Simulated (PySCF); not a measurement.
**Basis and Hamiltonian dependence of the excitation energy of Fe**

Fe [Ar] 3d6 4s2 (5D) → Fe [Ar] 3d7 4s1, s spin flipped. All values are computed (PySCF 2.14, energy differences of UHF-based or UKS calculations, no spin-orbit coupling). Values in eV.

```json
{"basis": "aug-cc-pVDZ-DK", "Hamiltonian": "spin-free X2C", "functions": "59", "UHF": "2.555", "LDA": "0.860", "PBE0": "1.163", "MP2 (valence)": "1.417"}
{"basis": "x2c-TZVPPall with one added diffuse shell each of s, p, d, f type", "Hamiltonian": "spin-free X2C", "functions": "80", "UHF": "2.560", "LDA": "0.755", "PBE0": "1.098", "MP2 (valence)": "1.303"}
{"basis": "aug-cc-pVTZ", "Hamiltonian": "non-relativistic", "functions": "93", "UHF": "2.268", "LDA": "0.456", "PBE0": "0.805", "MP2 (valence)": "1.005"}
{"basis": "def2-QZVPPD", "Hamiltonian": "non-relativistic", "functions": "100", "UHF": "2.265", "LDA": "0.460", "PBE0": "0.803", "MP2 (valence)": "0.995"}
{"basis": "aug-cc-pVQZ-DK", "Hamiltonian": "spin-free X2C", "functions": "140", "UHF": "2.557", "LDA": "0.754", "PBE0": "1.092", "MP2 (valence)": "1.217"}
```

Frozen in the all-electron rows: valence: [Ar].

In the upper determinant the s electron has its spin opposite to the other open shell, which mixes two multiplicities. Non-relativistic rows lack the scalar-relativistic shift.
